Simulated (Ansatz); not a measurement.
This geometry of BClFH$_{4}$NO (9 atoms, charge 0, multiplicity 1) is a first-order saddle point.

Theory: RKS PBE-D4/def2-SVP in Ansatz.

```xyz
9
Properties=species:S:1:pos:R:3
B -0.074 0.379 0.001
Cl -0.297 -0.292 2.440
F 1.035 -0.300 -0.333
O -1.293 0.175 -0.562
H -1.392 -0.733 -0.901
N 0.129 1.735 0.665
H 1.070 2.135 0.559
H -0.599 2.429 0.455
H -0.031 1.153 1.758
```

Which two structures does it join? (They come from a converged band through this point; their orientation in space is the band's.)

Bonds broken: B1–Cl2, N6–H9. Bonds formed: Cl2–H9. BClFH4NO becomes BFH3NO + ClH.

Image 0:

```xyz
9
Properties=species:S:1:pos:R:3
B -0.053 0.176 0.263
Cl 0.099 -0.798 1.875
F 1.061 -0.029 -0.539
O -1.318 0.137 -0.357
H -1.558 -0.780 -0.573
N 0.064 1.745 0.769
H 0.995 1.922 1.171
H -0.098 2.388 -0.022
H -0.645 1.920 1.496
```

Image 6:

```xyz
9
Properties=species:S:1:pos:R:3
B -0.076 0.506 -0.299
Cl -0.243 -0.001 3.136
F 0.975 -0.285 -0.594
O -1.339 0.190 -0.700
H -1.371 -0.681 -1.134
N 0.149 1.685 0.488
H 1.093 2.068 0.562
H -0.582 2.397 0.541
H -0.059 0.801 2.083
```

How far does it lie above each of them?

0.74 eV above the first and 0.39 eV above the second. This is the barrier of this one path; another mechanism may lie lower. The orbitals stay closed-shell, which can raise the energy where a bond breaks towards radicals; this wasn't checked here.

Time of the run: 65 s on 2 threads of Intel(R) Xeon(R) 6975P-C (Granite Rapids), on a shared host, peak memory 0.15 GiB.
